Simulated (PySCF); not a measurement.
Compound: C9H9 (doublet state).
Geometry (GFN2-xTB, Å), atoms numbered from 1 in this order:
```xyz
18
C9H9 angstrom
C     -0.5574    3.3497   -1.4493
C     -0.2153    2.2550   -1.0971
C      0.1985    0.9528   -0.6804
C     -0.6863   -0.0145   -0.7203
C     -1.7067   -0.8770   -0.8897
C     -2.6147   -1.2325    0.0774
C      1.5918    0.8428   -0.2476
C      2.1346   -0.2098    0.3614
C      1.4134   -1.4664    0.7080
H     -0.8493    4.3095   -1.7559
H     -1.7856   -1.3473   -1.8666
H     -3.3973   -1.9378   -0.1302
H     -2.5742   -0.8047    1.0634
H      2.1898    1.7223   -0.4443
H      3.1814   -0.1655    0.6317
H      1.9346   -2.0113    1.4918
H      0.3977   -1.2435    1.0354
H      1.3362   -2.1152   -0.1659
```

The hyperfine couplings belong to this conformer and change with its torsions.

Identity: `C#CC(=[C]\C=C)/C=C\C` [radical].

Theory: PySCF, UKS B3LYP, pcH-1 on C H, non-relativistic, mean-field spin-orbit, GIAO. Geometry: GFN2-xTB, one conformer, isolated molecule. The geometry wasn't refined by DFT: couplings that depend on bond lengths, twists or pyramidal angles can differ widely from those at the functional's own minimum. Stability of the SCF solution: not tested. ⟨S²⟩ is 0.780 where a pure state has 0.75.

**Question.** Predict the first-order ENDOR lines of H12, H13, H11, H15, H14, H16/H17/H18 and H10 under fast tumbling at B = 340.9 mT (X band).

**Answer.** For S = 1/2 in fast tumbling each set of equivalent nuclei gives two lines, ν± = |νn ± a/2| to first order, with νn = g_N μN B/h and μN/h = 7.62259 MHz/T.

```csv
nuclei,isotope,g_N,νn (MHz),a_iso (MHz),lower line (MHz),upper line (MHz)
H12,1H,5.5857,14.51,-42.97,6.97,36.00
H13,1H,5.5857,14.51,-41.86,6.42,35.45
H11,1H,5.5857,14.51,19.55,4.74,24.29
H15,1H,5.5857,14.51,4.25,12.39,16.64
H14,1H,5.5857,14.51,2.61,13.21,15.82
H16/H17/H18,1H,5.5857,14.51,2.46,13.28,15.75
H10,1H,5.5857,14.51,1.50,13.76,15.27
```

**Question.** Which pairs are centred on the nuclear Larmor frequency, and which on half the coupling?

**Answer.** Centred on νn, since |a| < 2νn: H11, H15, H14, H16/H17/H18 and H10. Centred on |a|/2 and split by 2νn: H12 and H13.

**Question.** At what field would the lower line of H11 fall to zero frequency?

**Answer.** Where νn = |a|/2, that is B = 9.78 MHz/(5.5857 × 7.62259 MHz/T) = 230 mT, as far as first order holds there.

Means are taken over nuclei equivalent by connectivity, which assumes that they swap fast. The three 1H nuclei of mean +2.5 MHz run from -2.8 to 6.9 MHz in the frozen geometry.
